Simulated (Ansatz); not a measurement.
A nudged elastic band was laid between two geometries of CH$_{2}$AlClF (6 atoms, charge -1, multiplicity 1).

Computed with Ansatz, RKS r2SCAN/def2-mTZVP.

```json
{
 "movable images": "7",
 "climbing image": "yes",
 "spring": "5.0 eV/Å²",
 "optimiser": "quadratic models (default)",
 "start path": "through a guess of the saddle point",
 "force threshold": "0.05 eV/Å",
 "iteration limit": "10",
 "end points": "relaxed"
}
```

Initial state:

```xyz
6
Properties=species:S:1:pos:R:3
F 2.115 -0.503 0.364
C 0.820 -0.574 -0.220
Al -0.588 0.516 0.257
Cl -2.518 0.240 -0.775
H 0.839 -1.368 -0.973
H -0.667 1.689 1.347
```

Final state:

```xyz
6
Properties=species:S:1:pos:R:3
F 1.769 -0.389 0.750
C 0.554 -0.004 0.061
Al -1.192 -0.704 0.927
Cl -2.392 0.357 -0.764
H 0.679 -0.356 -0.978
H 0.583 1.098 0.004
```

Q: Which bonds break or form, and what moves?

A: Bonds broken: Al3–H6. Bonds formed: C2–H6.

Q: What energy profile does the band end with?

A: The run ended unconverged. The highest image is number 4 of 0 to 8, 122.6 kJ/mol above the first end and 179.4 kJ/mol above the last; the last end lies 56.8 kJ/mol below the first. The band didn't meet its force threshold, so its energies are provisional: the largest band force was still 0.08 eV/Å, and over the last iterations the top stayed at 1.27 eV. The orbitals stay closed-shell, which can raise the energy where a bond breaks towards radicals; this wasn't checked here. Limits of this set-up: an anion without diffuse functions, the dipole of an ion depends on the origin.

| image | path coordinate (Å) | energy (kJ/mol) | Al3–H6 (Å) | C2–H6 (Å) |
| --- | --- | --- | --- | --- |
| 0 | 0.00 | 0.0 | 1.60 | 3.13 |
| 1 | 0.44 | 12.7 | 1.60 | 2.94 |
| 2 | 0.88 | 49.2 | 1.60 | 2.65 |
| 3 | 1.33 | 95.2 | 1.63 | 2.32 |
| 4 | 1.77 | 122.6 | 1.70 | 1.94 |
| 5 | 2.16 | 79.2 | 1.82 | 1.52 |
| 6 | 2.56 | -21.1 | 2.09 | 1.17 |
| 7 | 2.95 | -51.8 | 2.50 | 1.11 |
| 8 | 3.35 | -56.8 | 2.69 | 1.10 |

The run took 2.3 min on 2 threads of Arm Neoverse V2, with other jobs on the host, peak memory 0.15 GiB.
